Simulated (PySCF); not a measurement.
Molfile (atoms numbered from 1):
```
CH2ClF3Si
     RDKit          3D

  8  7  0  0  0  0  0  0  0  0999 V2000
    1.0831    1.4982   -1.0267 F   0  0  0  0  0  0  0  0  0  0  0  0
    0.9338    0.3237    0.0761 Si  0  0  0  0  0  4  0  0  0  0  0  0
   -0.8276   -0.4298   -0.0836 C   0  0  0  0  0  0  0  0  0  0  0  0
   -1.0492   -0.9819   -1.2826 F   0  0  0  0  0  0  0  0  0  0  0  0
   -0.9780   -1.3967    0.8397 F   0  0  0  0  0  0  0  0  0  0  0  0
   -2.0634    0.8255    0.2041 Cl  0  0  0  0  0  0  0  0  0  0  0  0
    1.0597    0.8906    1.4392 H   0  0  0  0  0  0  0  0  0  0  0  0
    1.9201   -0.7452   -0.2210 H   0  0  0  0  0  0  0  0  0  0  0  0
  1  2  1  0
  2  3  1  0
  3  4  1  0
  3  5  1  0
  3  6  1  0
  2  7  1  0
  2  8  1  0
M  END
```

Geometry: PBE0-D3(BJ)/def2-SVP; GIAO shifts from PySCF, gas phase, non-relativistic, averaged over equivalent atoms.

At LDA/pcSseg-2 (258 basis functions, 28 s wall time on 1 thread of an Arm Neoverse V1, shared host):
```tsv
atoms	δ (ppm)
F4/F5	-84.2
F1	-240.7
Si2	-11.4
C3	150.8
Cl6	409.4
H7/H8	5.50
```

Referencing at the same level of theory: CFCl3 for 19F (138.24 ppm); 29Si (303.06 ppm) and 13C (180.28 ppm) and 1H (30.77 ppm) vs TMS; 35Cl (942.28 ppm) against HCl.

Estimate the result of repeating the calculation with B3LYP/pcSseg-2.

Answers


```json
{"atoms": "F4/F5", "δ at B3LYP/pcSseg-2": "-77.8", "change": "+6.4"}
{"atoms": "F1", "δ at B3LYP/pcSseg-2": "-215.6", "change": "+25.1"}
{"atoms": "Si2", "δ at B3LYP/pcSseg-2": "-24.6", "change": "-13.2"}
{"atoms": "C3", "δ at B3LYP/pcSseg-2": "142.6", "change": "-8.2"}
{"atoms": "Cl6", "δ at B3LYP/pcSseg-2": "354.0", "change": "-55.4"}
{"atoms": "H7/H8", "δ at B3LYP/pcSseg-2": "4.99", "change": "-0.51"}
```

δ = σ(ref) − σ, references computed at the same level: 19F (σref 169.74) against CFCl3; TMS for 29Si (σref 324.61), 13C (σref 179.19), 1H (σref 31.39); 35Cl (σref 927.31) against HCl.

The largest change is at Cl6 (chlorine bonded to C). Cost: 258 basis functions, 29 s wall time on 1 thread of an Arm Neoverse V1, shared host.

Carbons that carry Cl, above all several Cl atoms, come out too deshielded, partly because spin–orbit coupling is missing. Unscaled 19F shifts against computed CFCl3 carry errors that often reach 10 to 50 ppm.
